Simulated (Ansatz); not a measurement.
`F[Si](S)(Cl)Cl` + `[OH][GeH3]` → `F[Si](Cl)(Cl)[O][GeH3]` + H₂S  (ligand exchange at the Si–S bond)

Isolated molecules relaxed with PBE0-D4/def2-TZVP in Ansatz; ΔE leaves out vibrations. CBS: MP2 limit from def2 TZ/QZ plus the TZ coupled-cluster correction, frozen cores. This one scheme is used for every species. DFT in def2-TZVPP. For Ge outer-core shells are correlated without core-valence functions, which leaves a few kJ/mol of doubt a bond. Scalar relativity is left out up to krypton. Each species was taken in one conformer, which may not be the lowest.

```tsv
species	PBE-QIDH energy (Eh)
`F[Si](S)(Cl)Cl`	-1707.83727
`[OH][GeH3]`	-2153.99389
`F[Si](Cl)(Cl)[O][GeH3]`	-3462.68270
H₂S	-399.17744
```

Problem. Work out ΔE.

Solution. ΔE = (-3462.68270) + (-399.17744) − (-1707.83727) − (-2153.99389) = -0.02898 Eh = -0.79 eV. CCSD(T)/CBS gives -0.84 eV.

Largest T1 diagnostic among the species: 0.011.

From r2SCAN to r2SCAN0 (25 % exact exchange), in def2-TZVPP and without D4, ΔE moves by −0.04 eV. Leaving LDA and LC-ωPBE aside and taking each functional with its dispersion term where it has one, the values, not all of them listed here, spread over 0.33 eV, from BHLYP-D4 to revPBE-D4. LDA lies −0.07 eV from PBE without D4.
